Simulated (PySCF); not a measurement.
## Electronic structure of Pb²⁺ (lead, charge +2) at the UHF level

Configuration: [Xe] 4f14 5d10 6s2, closed-shell 1S. Computed with PySCF 2.14 in x2c-QZVPPall, with scalar relativity by spin-free X2C-1e.

| Quantity | Value |
| --- | --- |
| Total energy | -20879.424936 hartree |
| One-electron energy | -28522.9125 hartree |
| Hartree (Coulomb) energy | 8032.2694 hartree |
| Exchange energy | -388.7818 hartree |
| ⟨S²⟩ | 0.0000 |
| ⟨L²⟩ | 0.000 |
| Sum of ⟨r⟩ | 42.28 bohr |
| Sum of ⟨r²⟩ | 46.05 bohr² |
| Langevin diamagnetic susceptibility | -36.5 ×10⁻⁶ cm³/mol |

```json
{"shell": "1s", "electrons": "2", "mean orbital energy (eV)": "-88511.7", "rms radius, mean of both spins (bohr)": "0.0181"}
{"shell": "2s", "electrons": "2", "mean orbital energy (eV)": "-16001.6", "rms radius, mean of both spins (bohr)": "0.0730"}
{"shell": "2p", "electrons": "6", "mean orbital energy (eV)": "-13796.2", "rms radius, mean of both spins (bohr)": "0.0673"}
{"shell": "3s", "electrons": "2", "mean orbital energy (eV)": "-3926.6", "rms radius, mean of both spins (bohr)": "0.186"}
{"shell": "3p", "electrons": "6", "mean orbital energy (eV)": "-3281.4", "rms radius, mean of both spins (bohr)": "0.189"}
{"shell": "3d", "electrons": "10", "mean orbital energy (eV)": "-2588.3", "rms radius, mean of both spins (bohr)": "0.173"}
{"shell": "4s", "electrons": "2", "mean orbital energy (eV)": "-941.28", "rms radius, mean of both spins (bohr)": "0.408"}
{"shell": "4p", "electrons": "6", "mean orbital energy (eV)": "-725.23", "rms radius, mean of both spins (bohr)": "0.435"}
{"shell": "4d", "electrons": "10", "mean orbital energy (eV)": "-463.30", "rms radius, mean of both spins (bohr)": "0.462"}
{"shell": "5s", "electrons": "2", "mean orbital energy (eV)": "-183.88", "rms radius, mean of both spins (bohr)": "0.915"}
{"shell": "4f", "electrons": "14", "mean orbital energy (eV)": "-175.51", "rms radius, mean of both spins (bohr)": "0.494"}
{"shell": "5p", "electrons": "6", "mean orbital energy (eV)": "-121.28", "rms radius, mean of both spins (bohr)": "1.04"}
{"shell": "5d", "electrons": "10", "mean orbital energy (eV)": "-45.987", "rms radius, mean of both spins (bohr)": "1.38"}
{"shell": "6s", "electrons": "2", "mean orbital energy (eV)": "-30.119", "rms radius, mean of both spins (bohr)": "2.37"}
```

Spin-orbit coupling, which splits the p, d and f shells strongly at this Z, is absent.

Densities and radii are taken from the X2C orbitals without a picture-change correction, which distorts them close to the nucleus.
